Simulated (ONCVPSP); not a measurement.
## Transferability test, ONCV potential for Be

Be, optimised norm-conserving Vanderbilt (ONCV), made with ONCVPSP 4.0.1 (LDA (Perdew-Wang 92), non-relativistic). Core [He], reference 2s2. Waves: 2s: rc 1.70 bohr, ncon 4, nbas 9, qcut 3.7 1/bohr, 2 projectors, debl 3.2 Ha; p scattering state at 0.25 Ha: rc 1.35 bohr, ncon 3, nbas 6, qcut 6.2 1/bohr, local; d scattering state at 0.07 Ha: rc 1.90 bohr, ncon 4, nbas 7, qcut 5.5 1/bohr, 1 projector. Local part: the p channel. Core correction: Teter function, fcfact 3.5, rcfact 1.

Energies are relative to the spin-unpolarised reference configuration 2s2; without spin polarisation the order of configurations can differ from experiment.

Q: Give the all-electron excitation energy and the error of the potential for: 2s1; 2s1.5; 2s1 2p1; 2s0 2p2.

A:

```tsv
valence configuration	charge	ΔE all-electron (eV)	error AE − PS (meV)
2s1	+1	9.512	+15
2s1.5	+0.5	3.748	+2.2
2s1 2p1	0	3.516	+1.1
2s0 2p2	0	7.065	+11
```

Levels in the configuration 2s1 2p1:

```
level  all-electron (eV)  pseudo (eV)
   2s             -6.134       -6.128
   2p             -2.600       -2.600
```
